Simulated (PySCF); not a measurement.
BClH, SMILES Cl[BH] (connectivity only; charge and spin as stated), charge +1, multiplicity 1.

The structure is a stationary point at ωB97X-D3(BJ)/def2-TZVPD. The multiplicity is an assumed one; other spin states were not compared. The isomer is the one that the SMILES or the coordinates give; other isomers of the formula were not compared.

Lowest vertical singlet excitation by several levels in PySCF, with rough processor times relative to the cheapest run on one machine. Each run also gave further roots (ADC and EOM-CCSD ionised and attached states too); roots are paired by order and the bases differ. EOM-CCSD serves as a yardstick, not as the true value; all levels that ended soundly for this molecule are listed, with differences from unrounded values.

| level | relative cost |
|---|---|
| TDA-LC-ωPBE/def2-TZVPD | 1 |
| TDA-ωB97X/def2-TZVPD | 1 |
| ADC(2)/aug-cc-pVDZ | 1 |
| EOM-CCSD/aug-cc-pVDZ | 1 |

Computed S1 at each level and its distance from EOM-CCSD:
```
level                   S1 (eV)  S1 minus EOM-CCSD (eV)
----------------------  -------  ----------------------
TDA-LC-ωPBE/def2-TZVPD     7.22                   -0.32
TDA-ωB97X/def2-TZVPD       7.28                   -0.26
ADC(2)/aug-cc-pVDZ         7.53                   -0.01
EOM-CCSD/aug-cc-pVDZ       7.54                    0.00
```
